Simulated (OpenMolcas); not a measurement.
Ta2+ among 6 point charges of -0.65 e arranged as a trigonal antiprism (D3d), 2.11 Å from the ion, with a polar angle of 49.3° against the regular 54.74°.
```
   0.0000    1.5988    1.3770  -0.65
  -1.3846   -0.7994    1.3770  -0.65
   1.3846   -0.7994    1.3770  -0.65
   0.0000   -1.5988   -1.3770  -0.65
   1.3846    0.7994   -1.3770  -0.65
  -1.3846    0.7994   -1.3770  -0.65
```

```
Program             : OpenMolcas 26.06
Method              : SS-CASPT2, IPEA 0.25 Eh, imaginary shift 0.1 Eh (closed shells correlated: 4f 5s 5p)
Basis               : ANO-RCC-VDZP [7s6p4d2f1g]
Scalar Hamiltonian  : DKH2, point nucleus
Active space        : 3 electrons in 5 orbitals (5d)
State averaging     : 2S+1 = 4 even, 10 roots; 2S+1 = 2 even, 40 roots
Spin-orbit coupling : RASSI with atomic mean-field integrals over the reference wave functions
```

What is the spin-free ground state (labels of D3, the rotations of D3d)?

4A2, 1-fold in its orbital part, 98 % from free-ion F terms; it has the highest spin that d3 allows.

Where is the first state of the same spin?

4A1 at 7770 cm-1 above the ground state.

What are the lowest two levels with spin-orbit coupling?

A 2-fold level E1/2 with g = 1.50, 2.54, 2.54, then a 2-fold level E3/2 170 cm-1 above it. Their leading multiplicities are 4 (96 %) and 4 (96 %).

What is χT at 300 K, and how does it compare with the textbook value?

The lowest level has 2S+1 = 4, for which the spin-only value is χT = S(S+1) / 2 = 1.875 cm3 K/mol (g = 2). The computed 0.843 at 300 K differs by -1.032, through orbital momentum, spin-orbit coupling and any other state in reach.

Roots that are degenerate in the reference are averaged as groups; the widest CASPT2 spread within a group is 160 cm-1 (the 2-fold group of multiplicity 2 near 20500 cm-1 above the lowest state of its run). Shifts and gaps below about the spread of the groups concerned are not significant. Free-ion shares, where given, are those of the reference states; single-state CASPT2 does not remix them. This is an electrostatic model: the charges have no orbitals. No measured value stands beside these numbers.
